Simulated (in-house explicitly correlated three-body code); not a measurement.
Computed with an exponentially correlated three-body code. Model: two electrons around a point charge, non-relativistic, variational in 260 exponentially correlated functions (energies converged to about 1e-7 hartree, or 1e-8 relative for large Z).

Command:
```bash
python run_hyl.py task.json out
```
Settings (lengths in bohr, energies in hartree):
```
Z                      1.5
nuclear_mass           100
interaction_strength   1
functions              260
states_tried           13
```

Cost of the run: 64 s on 1 thread of Arm Neoverse N1, with other jobs on the host.

**Those bound S and P states to n = 4 that converged, binding against the one-electron ion.**

Given: nuclear charge 1.5; mass of the centre 100 electron masses.

Computed: one-electron threshold -1.11386139 hartree.

| term | energy (hartree) | binding (eV) |
| --- | --- | --- |
| 1 1S | -1.44985565 | 9.1429 |
| 2 3S | -1.16594487 | 1.4173 |
| 2 1S | -1.15483637 | 1.115 |
| 2 3P | -1.14649307 | 0.88795 |
| 2 1P | -1.14472041 | 0.83972 |
| 3 3S | ? | ? |
| 3 1S | ? | ? |
| 3 3P | -1.12815864 | 0.38905 |
| 3 1P | -1.12757152 | 0.37307 |
| 4 3S | -1.12366864 | 0.26687 |
| 4 1S | -1.12266726 | 0.23962 |
| 4 3P | -1.12183214 | 0.2169 |
| 4 1P | -1.12157698 | 0.20995 |

Q: What belongs in the row 3 3S?

A: energy (hartree): -1.13289339; binding (eV): 0.51789.

Q: What belongs in the row 3 1S?

A: energy (hartree): -1.13026916; binding (eV): 0.44648.

**Converged states only, values per electron or pair.**

| term | mean r (bohr) | mean r squared (bohr²) | mean inverse r (1/bohr) | mean r12 (bohr) | mean inverse r12 (1/bohr) | mean cosine | mean p1 dot p2 (bohr⁻²) | delta r1 (bohr⁻³) | delta r12 (bohr⁻³) |
| --- | --- | --- | --- | --- | --- | --- | --- | --- | --- |
| 1 1S | 1.3714 | 2.6597 | 1.1762 | 2.131 | 0.62878 | -0.079794 | 0.089469 | 0.66168 | 0.027923 |
| 2 3S | 4.1663 | 32.484 | 0.83168 | 7.4265 | 0.16316 | -0.014655 | 0.0024263 | 0.53037 | - |
| 2 1S | 5.1539 | 51.157 | 0.81554 | 9.3742 | 0.13695 | -0.010926 | 0.0030127 | 0.52792 | 0.0013003 |
| 2 3P | 5.1947 | 54.166 | 0.80904 | 9.4633 | 0.13414 | -0.017186 | -0.010495 | 0.51883 | - |
| 2 1P | ? | ? | ? | ? | ? | ? | ? | ? | ? |
| 3 3S | 10.394 | 223.86 | 0.77729 | 19.814 | 0.066069 | -0.0032649 | 0.00040941 | 0.5234 | - |
| 3 1S | 11.977 | 299.77 | 0.77313 | 22.974 | 0.058866 | -0.0027981 | 0.00065862 | 0.52303 | 0.00033833 |
| 3 3P | 12.577 | 337.82 | 0.77153 | 24.178 | 0.05826 | -0.004948 | -0.003362 | 0.52055 | - |
| 3 1P | 13.181 | 370.61 | 0.76985 | 25.38 | 0.054419 | -0.0018762 | 0.0018095 | 0.52136 | 1.4611e-05 |
| 4 3S | 19.65 | 826.98 | 0.76095 | 38.309 | 0.035495 | -0.0011577 | 9.9382e-05 | 0.5221 | - |
| 4 1S | ? | ? | ? | ? | ? | ? | ? | ? | ? |
| 4 3P | 22.994 | 1149.9 | 0.75866 | 44.996 | 0.032329 | -0.0020132 | -0.0014684 | 0.52103 | - |
| 4 1P | 23.804 | 1231.7 | 0.75794 | 46.614 | 0.030679 | -0.00072303 | 0.00075668 | 0.52135 | 6.4371e-06 |

Q: What belongs in the row 2 1P?

A: mean r (bohr): 5.5849; mean r squared (bohr²): 62.498; mean inverse r (1/bohr): 0.80387; mean r12 (bohr): 10.226; mean inverse r12 (1/bohr): 0.12216; mean cosine: -0.0071983; mean p1 dot p2 (bohr⁻²): 0.0055308; delta r1 (bohr⁻³): 0.52137; delta r12 (bohr⁻³): 4.2385e-05.

Q: What belongs in the row 4 1S?

A: mean r (bohr): 21.83; mean r squared (bohr²): 1024.1; mean inverse r (1/bohr): 0.75931; mean r12 (bohr): 42.666; mean inverse r12 (1/bohr): 0.032569; mean cosine: -0.0010601; mean p1 dot p2 (bohr⁻²): 0.00021411; delta r1 (bohr⁻³): 0.52202; delta r12 (bohr⁻³): 0.00013449.
